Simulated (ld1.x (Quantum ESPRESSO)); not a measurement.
## u(r) = r·R(r): atom against pseudo-atom (N (Z = 7))

Columns: radius, all-electron u(r) and pseudo u(r) of the 2s shell (level -25.09 eV) of nitrogen in the configuration [He] 2s2 2p2.5; PBE, non-relativistic, TM scheme, ld1.x (Quantum ESPRESSO) 7.5.

```tsv
r (bohr)	all-electron	pseudo
0.105	0.3947	-0.0986
0.210	0.2788	-0.1942
0.315	0.0099	-0.2885
0.420	-0.2686	-0.3944
0.525	-0.5035	-0.5295
0.630	-0.6813	-0.6820
0.735	-0.8027	-0.8027
0.840	-0.8746	-0.8746
0.945	-0.9068	-0.9068
1.050	-0.9084	-0.9084
1.155	-0.8878	-0.8878
1.260	-0.8516	-0.8516
1.365	-0.8053	-0.8053
1.470	-0.7531	-0.7531
1.575	-0.6978	-0.6978
1.680	-0.6419	-0.6419
1.785	-0.5868	-0.5868
1.890	-0.5338	-0.5338
1.995	-0.4835	-0.4835
2.100	-0.4363	-0.4363
2.205	-0.3926	-0.3926
2.310	-0.3523	-0.3523
2.415	-0.3154	-0.3154
2.520	-0.2818	-0.2818
2.625	-0.2514	-0.2514
2.730	-0.2239	-0.2239
```

Task: How many radial nodes do the two functions have?

Result: The all-electron 2s function has n − l − 1 = 1; the pseudo-wave has 0, since the states of the same l below it are removed with the core.

Task: At about which radius was the pseudo-wave matched?

Result: 0.70 bohr, where the columns begin to agree (steps of 0.10 bohr).

Task: Is the pseudo-wave norm-conserving?

Result: Yes: the TM scheme keeps the norm inside the radius equal to the all-electron one, which fixes the energy derivative of the logarithmic derivative at the level.
